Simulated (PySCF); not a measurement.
Diphenylphosphane: calculation and literature

Atoms are numbered as in `[cH:1]1[cH:2][cH:3][c:4]([PH:5][c:6]2[cH:7][cH:8][cH:9][cH:10][cH:11]2)[cH:12][cH:13]1`. Each H is labelled by its parent atom.

Level of theory: PBE0/pcSseg-1 with gauge-including orbitals, PBE0-D3(BJ)/def2-SVP geometry, in PySCF 2.14 (no solvent model, one conformer, relativity neglected, fast rotation and ring inversion assumed for equivalent nuclei).

Reference values: measured (E. Pretsch, P. Bühlmann, M. Badertscher, Structure Determination of Organic Compounds, 4th ed., Springer 2009).
```tsv
atoms	quantity	reference	computed	computed, scaled
P5	δ $^{31}$P vs 85 % H3PO4	-41.0	-53.0	-33.8
```

Reference values: measured (solution, CDCl3; supporting information or article, doi 10.1039/d5sc09520d).
| atoms | quantity | reference | computed | computed, scaled |
| --- | --- | --- | --- | --- |
| P5 | δ $^{31}$P vs 85 % H3PO4 | -40.4 | -53.0 | -33.8 |

Computed shifts are σ(ref) − σ with the named reference compound (TMS for H and C) calculated as an isolated molecule at the same level. The measured values may be among those fitted. Shieldings were converted by a linear fit to measured shifts: $^{31}$P (scatter 18.7 ppm rms vs H3PO4, solution or neat liquid). Occasional misses reach two or three times the rms, and more in compound classes unlike the fitted ones.

Question: How far are the unscaled $^{31}$P shifts from the references?

Answer: Mean signed difference -12.30 ppm, mean absolute 12.30 ppm over 2 comparisons; the largest is -12.6 ppm at P5 (phosphorus bonded to 2 C, H).

2 of the 3 published NMR values on file for this molecule are compared. The rest: values from further sources.
